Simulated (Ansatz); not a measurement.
A made-up structure of SiHSeO, doublet:

```xyz
4
angstrom
O -0.2180 0.0267 0.0079
Si -1.2855 -0.5681 0.9081
Se 1.5925 -0.3738 0.1540
H -0.3608 0.6576 -0.7149
```

It is relaxed with PBE-D4/def2-SVP and then PBE0-D4/def2-TZVP (Ansatz 0.2.0). Atoms count as bonded within 1.22 times the sum of their covalent radii (H–H: 0.88 Å). The end point is not checked to be a true minimum.

Q: Does its bonding change? (Judge from chemistry; the calculation decides.)

A: By the calculation: No: no bond forms or breaks.

Where it ends: The first stage lowers the energy by 1.19 eV in 8 steps. It ends as SiHSeO ([Si][OH][Se]):
```xyz
4
angstrom
O -0.2246 0.0576 -0.0275
Si -1.4189 -0.6046 0.9757
Se 1.7580 -0.3945 0.1484
H -0.3862 0.6839 -0.7416
```

Labels in which every atom is bracketed show which atoms are joined, not bond orders.

For scale, one of the runs: PBE0-D4/def2-TZVP relaxation, 122 basis functions, launched by `ansatz run in.yaml --threads 2 --pin off --events-out ev --progress --plain --max-ram 4352MiB`. The run took about 70 s on 2 CPU threads of an Arm Neoverse V2 (shared host).
